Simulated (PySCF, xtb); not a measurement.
H3IO3Si, SMILES I[Si](O)(O)O.

The structure is a stationary point at B3LYP-D3(BJ)/def2-SVP. The def2 effective core potentials stand for the cores of I; spin–orbit coupling is left out. The values are those of a single conformer.

The numbers are results of C-PCM-M06-2X/def2-SVP (PySCF), not measurements.

The values are the electrostatic part of the solvation free energy, E(continuum) − E(gas) at the gas-phase geometry, in a cavity of scaled van der Waals radii (PySCF's table); cavitation and dispersion terms are not included. In vacuum the orbital gap is 9.73 eV. The dipole moment in vacuum is 0.28 D.

Computed values in water (ε = 78.36), dimethylsulfoxide (ε = 46.83), N,N-dimethylformamide (ε = 37.22):
```json
[
 {"solvent": "water", "ε": "78.36", "ΔG(elec) (kcal/mol)": "-10.6", "dipole (D)": "0.28", "gap (eV)": "9.88"},
 {"solvent": "dimethylsulfoxide", "ε": "46.83", "ΔG(elec) (kcal/mol)": "-10.5", "dipole (D)": "0.28", "gap (eV)": "9.88"},
 {"solvent": "N,N-dimethylformamide", "ε": "37.22", "ΔG(elec) (kcal/mol)": "-10.5", "dipole (D)": "0.28", "gap (eV)": "9.87"}
]
```

For comparison, GFN2-xTB/ALPB(water) (xtb, at the GFN2-xTB geometry, all terms of that model) gives -12.3 kcal/mol.
